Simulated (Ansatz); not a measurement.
Input and output for `[NH2][InH][AlH][OH]`.

```yaml
crystal:
  periodic: [false, false, false]
  atoms:
    - {symbol: N, position_ang: [-0.431281, 0.820480, -1.832685]}
    - {symbol: In, position_ang: [-0.023316, 1.033940, -0.141730]}
    - {symbol: Al, position_ang: [0.201885, -0.967976, 1.197695]}
    - {symbol: O, position_ang: [0.476000, -0.483207, 2.733018]}
    - {symbol: H, position_ang: [-0.263394, -0.295708, -2.643204]}
    - {symbol: H, position_ang: [-0.391169, 1.039936, -3.135700]}
    - {symbol: H, position_ang: [-0.309528, 2.967006, -0.060298]}
    - {symbol: H, position_ang: [0.315121, -2.733721, 1.056670]}
    - {symbol: H, position_ang: [0.581227, -1.350883, 3.402706]}
basis:
  gaussian: {orbitals: ANO-RCC-VTZP, final_grid: {core_spheres: 8, valence_spheres: 7, degree: 23}}
total_charge: -1
magnetization: {spin_polarized: true, initial_magnetization: 1}
hamiltonian: {xc: {name: r2SCANh}, dispersion: d3bjatm}
```

```sh
$ ansatz run in.yaml --threads 4 --pin off --events-out ev --progress --plain --max-ram 10444MiB
```

Shortened log:

```
Functional definition: r2SCANh
1775 factors; their error is unknown
mean field evaluation 1: about -170244.9855 eV, gradient 4.1e1 eV
mean field evaluation 2: about -170151.4665 eV, gradient 1.1e2 eV
mean field evaluation 4: about -170251.8285 eV, gradient 1.6e1 eV
mean field evaluation 8: about -170253.0688 eV, gradient 6.9e-1 eV
mean field evaluation 16: about -170253.1026 eV, gradient 1.4e-2 eV
mean field evaluation 32: about -170253.1026 eV, gradient 6.2e-5 eV
mean field -170253.10259010 eV, -6256.6861184883 hartree, gradient 3.2e-5 eV, S^2 0.760334; 4 other end points of the search recorded, 0 dependent functions left out
reference -170253.10264021 eV, -6256.6861203299 hartree; 42, 41 occupied and 190, 191 virtual orbitals, 1775 factors
Total energy: -170253.15461853 eV, -6256.6880304980 hartree
Relativity: scalar
```

It took 44 s on 4 threads of an Arm Neoverse V1 on a shared host, with 1.3 GiB of host memory at the peak.
